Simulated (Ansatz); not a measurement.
Level of theory: PBE0-D4/def2-TZVP run with Ansatz (a program for electronic structure). No frequencies were computed at this level.

Ansatz 0.2 input:
```yaml
crystal:
  periodic: [false, false, false]
  atoms:
    - { symbol: C, position_ang: [-0.784101, -0.010937, 0.010577] }
    - { symbol: Ga, position_ang: [1.173651, 0.958239, -0.185016] }
    - { symbol: Cl, position_ang: [2.842062, -0.400768, 0.035618] }
    - { symbol: H, position_ang: [-0.760768, -0.876404, -0.649071] }
    - { symbol: H, position_ang: [-0.876614, -0.330702, 1.047097] }
    - { symbol: H, position_ang: [-1.594229, 0.660571, -0.259205] }
basis:
  gaussian: { orbitals: def2-tzvp }
hamiltonian:
  xc: pbe0
  dispersion: d4
relax:
  max_steps: 150
magnetization:
  spin_polarized: true
  initial_magnetization: 1
```

Output:

```
Functional definition: PBE0
993 factors; their error is unknown
mean field evaluation 1: about -65967.6384 eV, gradient 4.0e1 eV
mean field evaluation 2: about -65957.9620 eV, gradient 5.5e1 eV
mean field evaluation 4: about -65975.4129 eV, gradient 3.3e0 eV
mean field evaluation 8: about -65975.4531 eV, gradient 1.1e-1 eV
mean field evaluation 16: about -65975.6734 eV, gradient 4.4e-4 eV
mean field -65975.67344851 eV, -2424.5612793152 hartree, gradient 3.7e-5 eV, S^2 0.757778; 0 other end points of the search recorded, 0 dependent functions left out
reference -65975.67347612 eV, -2424.5612803297 hartree; 29, 28 occupied and 105, 106 virtual orbitals, 993 factors
relax step   1: F+E_penalty+E_count = -65975.76286101 eV  Δ(F+E_penalty+E_count) = +0.000e0 eV  max|allowed force component| = 1.454e0 eV/Å  Δτ_max = 0.0000 Å  (32 SCF iters, accepted)
these checks for a lower state are left out or cut short: starts, cluster_reference, orbital_swaps, neighbouring_geometries, increment
993 factors; their error is unknown
mean field -65975.81216173 eV, -2424.5663769318 hartree, gradient 1.2e-5 eV, S^2 0.754946; 0 other end points of the search recorded, 0 dependent functions left out
reference -65975.81218909 eV, -2424.5663779372 hartree; 29, 28 occupied and 105, 106 virtual orbitals, 993 factors
relax step   2: F+E_penalty+E_count = -65975.90314688 eV  Δ(F+E_penalty+E_count) = -1.403e-1 eV  max|allowed force component| = 5.395e-1 eV/Å  Δτ_max = 0.1199 Å  (33 SCF iters, accepted)
these checks for a lower state are left out or cut short: starts, cluster_reference, orbital_swaps, neighbouring_geometries, increment
993 factors; their error is unknown
mean field evaluation 32: about -65975.8038 eV, gradient 1.1e-5 eV
mean field -65975.80383461 eV, -2424.5660709160 hartree, gradient 1.1e-5 eV, S^2 0.753696; 0 other end points of the search recorded, 0 dependent functions left out
reference -65975.80386203 eV, -2424.5660719237 hartree; 29, 28 occupied and 105, 106 virtual orbitals, 993 factors
relax step   3: F+E_penalty+E_count = -65975.89397396 eV  Δ(F+E_penalty+E_count) = +9.173e-3 eV  max|allowed force component| = 6.826e-1 eV/Å  Δτ_max = 0.0770 Å  (33 SCF iters, rejected (line search))
these checks for a lower state are left out or cut short: starts, cluster_reference, orbital_swaps, neighbouring_geometries, increment
993 factors; their error is unknown
mean field -65975.82876626 eV, -2424.5669871373 hartree, gradient 1.7e-5 eV, S^2 0.753986; 0 other end points of the search recorded, 0 dependent functions left out
reference -65975.82879360 eV, -2424.5669881418 hartree; 29, 28 occupied and 105, 106 virtual orbitals, 993 factors
relax step   4: F+E_penalty+E_count = -65975.91960876 eV  Δ(F+E_penalty+E_count) = -1.646e-2 eV  max|allowed force component| = 1.133e-1 eV/Å  Δτ_max = 0.0313 Å  (34 SCF iters, accepted)
these checks for a lower state are left out or cut short: starts, cluster_reference, orbital_swaps, neighbouring_geometries, increment
993 factors; their error is unknown
mean field -65975.82937431 eV, -2424.5670094827 hartree, gradient 2.3e-5 eV, S^2 0.754092; 0 other end points of the search recorded, 0 dependent functions left out
reference -65975.82940167 eV, -2424.5670104879 hartree; 29, 28 occupied and 105, 106 virtual orbitals, 993 factors
relax step   5: F+E_penalty+E_count = -65975.92020064 eV  Δ(F+E_penalty+E_count) = -5.919e-4 eV  max|allowed force component| = 9.371e-3 eV/Å  Δτ_max = 0.0066 Å  (33 SCF iters, accepted)
993 factors; their error is unknown
mean field evaluation 64: about -65975.8294 eV, gradient 7.2e-4 eV
mean field -65975.82937431 eV, -2424.5670094827 hartree, gradient 2.5e-5 eV, S^2 0.754092; 1 other end points of the search recorded, 0 dependent functions left out
reference -65975.82940167 eV, -2424.5670104879 hartree; 29, 28 occupied and 105, 106 virtual orbitals, 993 factors
Total energy: -65975.92022800 eV, -2424.5703482939 hartree
Atom 0 at    -0.727417     0.007421     0.002690 Å, force    -0.006600    -0.009093     0.004158 eV/Å
Atom 1 at     1.046312     0.915480    -0.180846 Å, force    -0.002921    -0.009371    -0.002014 eV/Å
Atom 2 at     2.767399    -0.409010     0.045821 Å, force     0.002720     0.002604     0.001910 eV/Å
Atom 3 at    -0.718012    -0.865830    -0.652980 Å, force     0.005184     0.007618     0.001552 eV/Å
Atom 4 at    -0.819525    -0.320891     1.040624 Å, force     0.005536     0.002033    -0.005087 eV/Å
Atom 5 at    -1.548756     0.672828    -0.255309 Å, force    -0.003918     0.006209    -0.000519 eV/Å
Dipole moment:    -0.503623     0.207382    -0.032189 e Å
```

Cost: roughly 40 core-seconds.
